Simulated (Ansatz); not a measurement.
Ru₂Pt, relaxed as a singlet with RKS PBE0-D4/def2-TZVP in Ansatz, starting from the GFN2-xTB geometry. Force threshold 0.02 eV/Å.

In the def2 sets Pt, Ru take a core potential; there is no spin–orbit coupling. The relaxation made no stability test and no search for a lower SCF solution. No other spin state of charge 0 was run. The structure comes from a short search, and lower isomers may exist.

Start:

Cartesian coordinates in Å:
```
Pt 1.1948 0.2948 -0.1002
Ru -0.8564 1.1604 0.8130
Ru -0.3384 -1.4552 -0.7127
```

| step | energy (eV) | largest force component (eV/Å) | SCF passes |
| --- | --- | --- | --- |
| 1 | -8405.4147 | 1.802 | 160 |
| 2 | -8406.1424 | 1.478 | 60 |
| 3 | -8407.1353 | 3.246 | 94 |
| 4 | -8407.7415 | 2.796 | 49 |
| 5 | -8407.8854 | 0.858 | 47 |
| 6 | -8407.9024 | 0.134 | 43 |
| 7 | -8407.9034 | 0.015 | 40 |

Force components are those of the run's own axes.

End:

```xyz
3

Pt    1.4711    0.3494   -0.1308
Ru   -0.9004    0.7042    0.5761
Ru   -0.5707   -1.0535   -0.4453
```

By distances, no bond broke or formed. The bond that changes most is Ru2–Ru3, from 3.07 to 2.06 Å (atoms count from 1). The end is the same structure that another start reached, the lowest one found.

No frequencies were taken in this run, so the end may be a saddle point.

Hardware: 4 threads of Arm Neoverse V2 on a shared host. Wall time 16 s.
